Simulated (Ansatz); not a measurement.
Mulliken charges of `[OH][Hf]([F])([F])[F]` from PBE/def2-TZVPP in Ansatz (PBE0-D4/def2-TZVP geometry).

```json
{"atom": "O1", "x (Å)": "-0.995", "y (Å)": "0.581", "z (Å)": "0.833", "charge (e)": "-0.419"}
{"atom": "Hf2", "x (Å)": "0.330", "y (Å)": "-0.202", "z (Å)": "-0.283", "charge (e)": "1.176"}
{"atom": "F3", "x (Å)": "1.522", "y (Å)": "-1.262", "z (Å)": "0.761", "charge (e)": "-0.318"}
{"atom": "F4", "x (Å)": "-0.494", "y (Å)": "-1.312", "z (Å)": "-1.595", "charge (e)": "-0.318"}
{"atom": "F5", "x (Å)": "1.329", "y (Å)": "1.160", "z (Å)": "-1.166", "charge (e)": "-0.318"}
{"atom": "H6", "x (Å)": "-1.649", "y (Å)": "0.972", "z (Å)": "1.403", "charge (e)": "0.196"}
```

By hand: the dipole of these point charges (1 e Å = 4.8032 D).

Σ q r = (-0.268, 0.159, 0.229) e Å, of length 0.387 e Å = 1.86 D.

How does the dipole of the full density compare? (Estimate.)

Computed: (-0.373, 0.222, 0.321) e Å, 2.59 D; the point charges give 0.72 times that, at 0° from its direction.

Point charges leave out the atoms' own dipoles, such as those of lone pairs, and Mulliken's split depends on the basis, so the two needn't agree.
